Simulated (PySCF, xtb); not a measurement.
CHO, SMILES [C][OH+] (connectivity only; charge and spin as stated), charge +1, multiplicity 1.

Harmonic wavenumbers (cm⁻¹) from GFN2-xTB run with xtb 6.7.1 at its own minimum, in rising order: 805, 805, 2198, 2911.

### Question
What does PBE-D3(BJ)/def2-TZVPD (PySCF 2.14.0) give at its own minimum? (The exact figures need the calculation; the answer reports its results.)

### Answer
212, 212, 1886, 3305. Paired by order, the mean absolute difference is 473 cm⁻¹ and the zero-point energies are 9.6 and 8.0 kcal/mol.
